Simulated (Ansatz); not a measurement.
Total energies of Ti(OH)Cl3 (TiCl₃OH) from Ansatz at PBE0-D4/def2-TZVPD, gas phase (1 Eh = 27.2114 eV = 2625.5 kJ/mol). The reference geometry is relaxed at r2SCAN-D4/def2-SVP.

```xyz
6

Ti    0.2151    0.0239    0.3080
O    -0.7758   -0.0829   -1.1036
H    -1.3246   -0.1468   -1.8939
Cl    1.3708    1.8774    0.2387
Cl    1.5725   -1.6877    0.3665
Cl   -1.0580    0.0161    2.0844
```

```
                 state   geometry  energy (Eh)
      charge 0 singlet  reference  -2305.50709
     charge -1 doublet  reference  -2305.57093
free Ti atom (triplet)          –   -849.14320
 free O atom (triplet)          –    -75.01925
 free H atom (doublet)          –     -0.50104
free Cl atom (doublet)          –   -459.99797
```

**Question.** Work out the vertical electron affinity, to the doublet.

**Answer.** E(charge 0 singlet) − E(charge -1 doublet) = -2305.50709 − (-2305.57093) = 0.06384 Eh = 1.74 eV.

**Question.** What is the binding energy per atom against free atoms?

**Answer.** Atoms: 1 × (-849.14320) + 1 × (-75.01925) + 1 × (-0.50104) + 3 × (-459.99797) = -2304.65740 Eh. Binding: -2304.65740 − (-2305.50709) = 0.84969 Eh = 23.12 eV, or 3.85 eV for each of 6 atoms (no zero-point energy, no counterpoise term).
